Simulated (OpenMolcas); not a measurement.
# Ni2+: effect of the metal basis

Ni2+ with its 6 nearest fluoride ions at 2.092 Å, on the Ca site of CsCaF3 (a = 4.526 Å, distance in the model lattice 2.263 Å). The rest of the host is ab initio model potentials to 7.6 Å and point charges beyond; the distance is set by hand and nothing relaxes.

* Program: OpenMolcas
* Method: CASSCF
* Spin-orbit coupling: RASSI with atomic mean-field integrals over the reference wave functions

Fixed: ligand basis ANO-RCC-VDZP, active space 8 electrons in 5 orbitals (3d), DKH2 Hamiltonian.

States (labels of O, the rotations of Oh). Energies in cm-1 above the lowest state or level, χT in cm3 K/mol; 10Dq and B are least-squares fits to the states below 45000 cm-1, weighted by degeneracy, with a free offset, and given where the rms deviation is under 5 % of |10Dq| (or 100 cm-1) and under 700 cm-1.

```json
{"Run": "A", "Metal basis": "ANO-RCC-VDZP", "Ground state": "3A2", "First state of that spin": "3T2 5227", "10Dq": "5118", "B (rms of fit)": "1274 (57)", "First gap with spin-orbit (degeneracies)": "4949 (3, 2)", "χT at 300 K": "1.589", "First state of another spin": "1E 18297", "Cost": "roughly 16 core-seconds"}
{"Run": "B", "Metal basis": "ANO-RCC-VTZP", "Ground state": "3A2", "First state of that spin": "3T2 5128", "10Dq": "4997", "B (rms of fit)": "1293 (66)", "First gap with spin-orbit (degeneracies)": "4857 (3, 2)", "χT at 300 K": "1.594", "First state of another spin": "1E 18589", "Cost": "roughly 25 core-seconds"}
```

Against A, |10Dq| changes by -2.4 % in B.

Costs are those of the RASSCF and RASSI steps.

Without dynamic correlation the repulsion within the d shell is too large (B by tens of per cent), so at a given field states of lower spin stand too high. Ligand-to-metal charge-transfer states are missing. With no ligand orbital active B as a rule stays too high, so bands that hang on it stand too high and its fall with covalency is understated. With metal d orbitals alone and no dynamic correlation 10Dq can be off by a tenth to a fifth, either way, in oxide and fluoride hosts. No measured value stands beside these numbers; the geometry was set by hand and not optimised.
